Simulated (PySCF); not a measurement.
Static response to an electric field

Species: diethylphosphinic acid, C4H11O2P.
Numbering: `[CH3:1][CH2:2][P:3](=[O:4])([OH:5])[CH2:6][CH3:7]` (hydrogens: H8, H9, H10 on C1; H11, H12 on C2; H13 on O5; H14, H15 on C6; H16, H17, H18 on C7)

Structure used (GFN2-xTB), in Å, numbered top down from 1:
```
atom  x, y, z in Å
C1    -1.9635   -0.6759    0.4303
C2    -1.1688    0.6180    0.3885
P3    -0.1660    0.6925   -1.1500
O4    -0.9411    0.7532   -2.3963
O5     0.7079    2.0409   -0.9411
C6     1.0921   -0.6465   -1.1047
C7     1.9511   -0.6278    0.1472
H8    -2.6771   -0.6670    1.2522
H9    -1.3041   -1.5321    0.5576
H10   -2.5070   -0.7987   -0.5044
H11   -1.8389    1.4798    0.3418
H12   -0.5259    0.7314    1.2598
H13    0.5606    2.5921   -1.7118
H14    1.6989   -0.4920   -2.0008
H15    0.5696   -1.5962   -1.2239
H16    1.3667   -0.8954    1.0242
H17    2.3647    0.3662    0.3000
H18    2.7720   -1.3363    0.0550
```

Level: B3LYP/def2-SVPD (PySCF), static field, nuclei fixed, core orbitals frozen in the response. The polarisability tensor in these axes (au):

```
x   82.83 -1.58 -1.58
y   -1.58 75.80 -3.66
z   -1.58 -3.66 77.06
```

Question: Diagonalise the tensor; give its mean and Δα, where Δα² is half the sum of the squared differences of the eigenvalues.

Answer: Principal values 72.24, 80.14 and 83.31 au; mean 78.56 au = 11.64 Å³ = 12.95 × 10⁻⁴⁰ C²·m²/J; Δα = 9.87 au (13 % of the mean).

Question: What is the dipole moment, and where does it point?

Answer: (1.35, -0.77, 2.60) D, 3.03 D in size, pointing from the negative to the positive side. Measured along this direction, the outermost atoms are O4 at the negative end and H16 and H18 at the positive end.

Question: What depolarisation ratio follows for Rayleigh scattering of linearly polarised light, taking the static tensor?

Answer: ρ = 3Δα²/(45ᾱ² + 4Δα²) = 292.3/(277751 + 389.7) = 0.00105.

Question: Orientational against electronic polarisability at 250 K (dilute gas, rigid molecules)?

Answer: In Gaussian units μ²/3kT = 88.58 Å³ against 11.64 Å³, a ratio of 7.61; the Debye molar polarisation (4π/3)N_A(α + μ²/3kT) is 252.8 cm³/mol, leaving out the vibrational part.

Question: Traceless (Buckingham) quadrupole moment about the centre of nuclear charge: eigenvalues?

Answer: -13.01, 5.76, 7.25 D·Å. The values depend on the origin, since the dipole doesn't vanish. The electronic extent ⟨r²⟩ about the same centre is 974 bohr², a root-mean-square distance of 2.03 Å for the 66 electrons.

Isolated species at its GFN2-xTB geometry (one conformer only).
